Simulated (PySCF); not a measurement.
Atom-mapped SMILES (the numbers label the heavy atoms): `[CH3:1][N:2]([CH3:3])[SiH2:4][CH:5]=[O:6]`; H(Xn) means a hydrogen on atom n.

All values are calculated (PySCF): shielding tensors at PBE0/pcSseg-1 (GIAO), geometry from GFN2-xTB. Gas phase, non-relativistic Hamiltonian, equivalent nuclei averaged, one conformer.

Chemical shifts δ = σref − σ; 13C (186.93 ppm), 1H (31.72 ppm), 29Si (349.16 ppm) vs TMS; NH3 for 15N (267.73 ppm); 17O (336.08 ppm) against H2O, all at this level.

```json
{"atoms": "C5", "nucleus": "13C", "count": "1", "δ (ppm)": "?"}
{"atoms": "H(C5)", "nucleus": "1H", "count": "1", "δ (ppm)": "12.51"}
{"atoms": "H(C1)/H(C3)", "nucleus": "1H", "count": "6", "δ (ppm)": "2.72"}
{"atoms": "N2", "nucleus": "15N", "count": "1", "δ (ppm)": "?"}
{"atoms": "Si4", "nucleus": "29Si", "count": "1", "δ (ppm)": "-48.4"}
{"atoms": "O6", "nucleus": "17O", "count": "1", "δ (ppm)": "982.2"}
{"atoms": "C1/C3", "nucleus": "13C", "count": "2", "δ (ppm)": "41.9"}
{"atoms": "H(Si4)", "nucleus": "1H", "count": "2", "δ (ppm)": "4.60"}
```

Question: Fill in the missing shifts.

Answer: 
- C5: 250.1 ppm, carbonyl carbon
- N2: 14.2 ppm, nitrogen bonded to 2 C, Si

Shifts are as computed. Against solution values, carbons near 30 ppm lie about +3 ppm off and those near 130 ppm about +5 ppm. Of 1211 compounds with measured shifts, 218 miss one by over three times the rms of a fit or turn the order of signals round; such compounds aren't used in these exercises. Unscaled 17O shifts of doubly bonded oxygen tend to come out too high, by tens of ppm or more. Experimental scales use liquid or dissolved standards, which lie at an offset from isolated NH3 (liquid NH3: subtract about 20 ppm) and H2O (liquid H2O: subtract about 36 ppm).
